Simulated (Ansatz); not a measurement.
C4H4 (SMILES C1=CC=C1): geometry of the low-spin state from B3LYP-D3(BJ)/def2-TZVP.
(charge 0, multiplicity 1):
```xyz
8

C      1.02153    -0.13973     0.01941
C      0.30743     0.97911     0.10119
C     -1.02153     0.13973    -0.01941
C     -0.30743    -0.97911    -0.10119
H      2.07440    -0.37737     0.03067
H      0.53914     2.02810     0.20650
H     -2.07440     0.37737    -0.03067
H     -0.53914    -2.02810    -0.20650
```
The high-spin state stands at its own minimum; R- takes a restricted low-spin state.

The values were computed with Ansatz (a program for electronic structure). 

The gap E(multiplicity 1) − E(multiplicity 3) (kcal/mol) and the share of exact exchange:

```
functional           exact exchange (%)  value
-------------------  ------------------  -----
R-PBE/def2-TZVPP                      0  -5.26
R-PBE0/def2-TZVPP                    25  -2.98
R-B3LYP/def2-TZVPP                   20  -5.84
R-BHLYP/def2-TZVPP                   50  -3.17
R-r2SCAN/def2-TZVPP                   0   1.18
```

Problem. Take the value as linear in the share of exact exchange along PBE and PBE0. Give the slope, say whether the sign turns, and set the other functionals against that line.

Solution. 
Slope: (-2.98 − (-5.26))/2.5 = 0.91 kcal/mol for each 10 %. The line crosses zero at 58 %, where the sign would turn. At 50 % it gives -0.7 kcal/mol. From B3LYP to BHLYP the slope is (-3.17 − (-5.84))/3 = 0.89 for each 10 %. BHLYP, at 50 %, lies -2.5 from the PBE line. B3LYP, at 20 %, lies -2.4 from the PBE line. r2SCAN, with none, stands 6.4 from PBE.

Doubts at one or more of the structures used: a restricted determinant that unrestricted orbitals would lower (R-BHLYP/def2-TZVPP, R-r2SCAN/def2-TZVPP).
